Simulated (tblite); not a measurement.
Compound: C2H6FN2Si2 (doublet state).
Structure used (GFN2-xTB), in Å, numbered top down from 1:
```xyz
13
C2H6FN2Si2 angstrom
N     -0.7640    2.5393   -1.5749
C     -0.9078    1.6615   -0.8518
Si    -1.1122    0.1871    0.3047
N     -2.3725   -0.8905   -0.1713
Si     0.7993   -1.0278   -0.0347
C      2.3822    0.0568    0.1426
F      2.4850    0.4668    1.4653
H     -1.6443    0.8114    1.5255
H     -2.2819   -1.4582   -0.9970
H     -3.3320   -0.6105   -0.0545
H      1.0868   -2.2301    0.7682
H      3.3086   -0.4754   -0.0836
H      2.3483    0.9702   -0.4563
```

Level: GFN2-xTB in tblite, geometry and Hessian alike; calculated harmonic values, unscaled, isolated species. Errors from tens to a few hundred cm⁻¹ against measured bands are possible. Modes of hydrogen on silicon can be 10 to 20 % off. One conformer, not necessarily the lowest. Open shells enter through the occupations alone, without spin polarisation, and single modes of such species can be off by tens of per cent.

Harmonic wavenumbers (cm⁻¹): 28.2, 45.3, 67.9, 125.2, 135.7, 164.1, 190.5, 255.1, 291.4, 328.6, 393.5, 460.6, 495.7, 577.4, 592.8, 596.9, 684.3, 705.9, 759.4, 822.1, 890.5, 984.6, 1199.6, 1267.2, 1441.8, 1531.8, 2161.0, 2166.0, 2339.1, 2956.2, 2961.9, 3488.0, 3520.0.

A = 2191, B = 1122, C = 856.0 MHz; mass 133.005 u (most abundant isotopes); point group C1, symmetry number 1; spin multiplicity 2.

Problem. What is the zero-point energy?

Solution. Half the sum of the wavenumbers: 17314 cm⁻¹ = 49.50 kcal/mol.

Problem. What is S at 400 K and 1 bar for an ideal gas of classical rigid rotors and harmonic oscillators?

Solution. Translation 42.05, rotation 30.29, vibration 45.18, spin (R ln 2) 1.38: S = 118.9 cal/(mol K).

Problem. And Cp and H(400 K) − H(0)?

Solution. Cp = 43.88 cal/(mol K), of which vibrations give 35.93 (their classical limit is 33 R = 65.6); H(400 K) − H(0) = 11.71 kcal/mol without the zero-point energy, 8.53 from vibrations.

Problem. What must be added to the electronic energy to get the Gibbs energy at 400 K and 1 bar?

Solution. ZPE + [H(400 K) − H(0)] − T·S = 49.50 + 11.71 − 47.56 = 13.65 kcal/mol.

Problem. Blend soft modes into free rotors: weight 1/[1 + (100 cm⁻¹/ν̃)⁴] for the oscillator and the rest for a rotor with moment μB/(μ + B), μ = h/(8π²ν), B = 10⁻⁴⁴ kg m². What vibrational entropy results?

Solution. 40.03 cal/(mol K) in place of 45.18, which changes −T·S at 400 K by +2.06 kcal/mol.

Problem. How do the functions run with temperature in this model?

Solution. 
```
T (K)  S (cal/(mol K))  Cp (cal/(mol K))  H − H(0) (kcal/mol)  G − H(0) (kcal/mol)  ln q(vib)
  100             75.3              21.2                 1.48                -6.04       2.86
  200             93.1              30.9                 4.10               -14.51       6.18
  300            107.1              38.4                 7.58               -24.54       9.21
  500            129.2              48.0                16.32               -48.26      14.58
  800            153.7              56.3                32.08               -90.88      21.30
 1000            166.7              60.0                43.73              -122.96      25.11
```

q(vib) and H(0) count from the zero-point level.

Hindered rotation and anharmonicity are outside this model. Other conformers, if any are populated, would add a mixing term that is left out. The structure is chiral; the term R ln 2 for an equal mix with its mirror image is left out.

The run took 0.45 s of wall time on an Arm Neoverse V1 with one thread, no GPU, on a shared host. This covers the Hessian and the dipole derivatives.
